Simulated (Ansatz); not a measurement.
CH4BFO2, SMILES `COB(O)F`, relaxed with RKS PBE0-D4/def2-TZVP in Ansatz 0.2.0 from a PBE-D4/def2-SVP geometry. The force threshold is 0.005 eV/Å; the program also tests the step.

Total charge 0; spin multiplicity 1.

Start:

```xyz
9

C     1.023   -0.840   -0.333
O     0.545   -0.039    0.735
B    -0.597    0.687    0.633
O    -1.362    0.697   -0.503
F    -0.964    1.414    1.707
H     2.035   -0.494   -0.628
H     0.357   -0.800   -1.219
H     1.106   -1.894    0.008
H    -2.142    1.269   -0.400
```

**Question.** How much energy does the relaxation release, and in how many steps? (An estimate is asked.)

**Answer.** The calculation gave: 3.08 kJ/mol, in 6 steps, 1 of them rejected.

**Question.** Which bonds change most? (Estimate.)

**Answer.** Computed: C1–H8 from 1.110 to 1.092 Å; C1–H6 from 1.110 to 1.092 Å; C1–H7 from 1.109 to 1.091 Å; O4–H9 from 0.973 to 0.959 Å.

**Question.** Give the relaxed structure. (Best estimate.)

**Answer.** The calculation gave: 
```xyz
9

C     1.019   -0.839   -0.337
O     0.541   -0.041    0.728
B    -0.590    0.680    0.631
O    -1.356    0.697   -0.494
F    -0.952    1.402    1.696
H     2.013   -0.489   -0.620
H     0.359   -0.796   -1.205
H     1.096   -1.873    0.007
H    -2.129    1.259   -0.406
```
